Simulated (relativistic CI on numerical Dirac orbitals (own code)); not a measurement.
**Ru XXV: what numerical and physical settings do to a radial Dirac CI calculation**

Reference input:

```
atom Ru  Z=44  charge=24  electrons=20
nucleus A=102  rms_radius_fm=4.4809
hamiltonian dirac-coulomb  breit=on  qed=on  c_scale=1
orbitals kli  potential=per-configuration
slater_scale 1
correlation none
mixing on
grid step=0.0125 r_max=6
scf mixing=0.4 start=green max_iterations=150 tolerance=2e-08 node_fill=0.05
configurations
  [Ar] 3d2
  [Ne] 3s2 3p5 3d3
  [Ne] 3s 3p6 3d3
  [Ne] 3p6 3d4
  [Ar] 3d 4s
end
```

Computed lowest total energy -4170.64167 Ha, first excitation 36404.1 cm⁻¹, 50 SCF steps. Runs with settings changed; * marks those that are bad on purpose (the QED terms keep the true α when c is scaled):

```tsv
Changed	Outcome	Lowest level	ΔE (Ha)	First excitation (cm⁻¹)	SCF steps	Message
node fill of the KLI weights 0.5, nuclear radius 4.929 fm, SCF tolerance 1e-10	converged	3s2 3p6 3d2 3F_2	0.0161	36641.9	59	
Slater scale 1.2	converged	3s2 3p6 3d2 3F_2	-0.0365	35577.3	50	
Breit term off, grid step 0.008, end of the grid at 4.2 bohr	converged	3s2 3p6 3d2 3F_2	-2.74	38370.4	52	
speed of light × 2, start potential bare	converged	3s2 3p6 3d2 3F_2	64.3	7734.0	50	
iteration limit 6 *	not converged				6	SCF of 1s2 2s2 2p6 3s2 3p6 3d2 did not converge
SCF mixing 1.3 *	converged	3s2 3p6 3d2 3F_2	6.47e-10	36404.1	42
```
